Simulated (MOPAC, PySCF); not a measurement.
CH4BN, SMILES `B[C]N` (lower singlet), neutral singlet in the gas phase. This singlet lies 1.53 eV below the relaxed triplet at the level frozen-core CCSD(T)/cc-pVTZ // PBE0-D3(BJ)/def2-TZVP (Ansatz).

Cartesian coordinates (Å):
```xyz
7

B      1.3214     0.1765     0.3269
C     -0.0602    -0.0077     0.2319
N     -1.3187    -0.1762     0.1451
H      1.7520     1.2929     0.3316
H      2.0247    -0.7887     0.4006
H     -1.7976    -0.2735    -0.7455
H     -1.9215    -0.2233     0.9615
```
Charge 0, multiplicity 1.

All levels are single points at this geometry (PBE0-D3(BJ)/def2-TZVP); Pople sets use spherical d functions. Orbital energies aren't observables, and empty levels follow the basis.

```tsv
level	HOMO (eV)	LUMO (eV)	gap (eV)	dipole (D)	vertical IE, Delta-SCF (eV)
PBE0-D3(BJ)/def2-TZVP in PySCF	-6.24	-0.54	5.70	4.35	–
B3LYP/3-21G in PySCF	-5.70	-0.24	5.47	4.57	–
B3LYP/6-311+G** in PySCF	-6.06	-0.85	5.20	4.27	–
BP86/6-31G* in PySCF	-4.78	-1.34	3.44	4.44	–
M06-2X/6-31G* in PySCF	-7.08	0.89	7.97	4.45	–
PBE/6-31G* in PySCF	-4.68	-1.25	3.43	4.44	8.32
HF/3-21G in PySCF	-8.77	4.29	13.07	4.26	–
AM1 in MOPAC	-8.55	1.25	9.80	3.26	–
PM7 in MOPAC	-8.99	0.40	9.40	5.09	–
```
